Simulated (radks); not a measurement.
Results of a calculation; reference values are marked as such.
Problem. Valence configurations of the arsenic ion As+ (all share [Ar]). Code: a radial shooting solver on a logarithmic mesh with Libxc functionals. Model: scalar-relativistic Kohn-Sham, PBE, spin-polarised, spherical densities, point nucleus; open shells are filled with parallel spins first. Order these by energy: 3d8 4p6; 3d9 4s2 4p3; 3d10 4s1 4p3; 3d8 4s2 4p4; 3d10 4p4; 3d9.5 4s1.5 4p3; 3d10 4s2 4p2; 3d9.5 4s2 4p2.5; 3d8.5 4p5.5; 3d9 4p5.

Solution. From the lowest, in eV above it: 3d10 4s2 4p2 0.000; 3d10 4s1 4p3 7.281; 3d9.5 4s2 4p2.5 19.010; 3d10 4p4 20.412; 3d9.5 4s1.5 4p3 22.825; 3d9 4s2 4p3 40.039; 3d9 4p5 64.157; 3d8.5 4p5.5 89.128; 3d8 4s2 4p4 91.273; 3d8 4p6 116.25. NIST lists [Ar] 3d10 4s2 4p2 as the ground configuration; this level of theory agrees among the configurations tried. The energies are those of spherical high-spin densities, not of single terms.
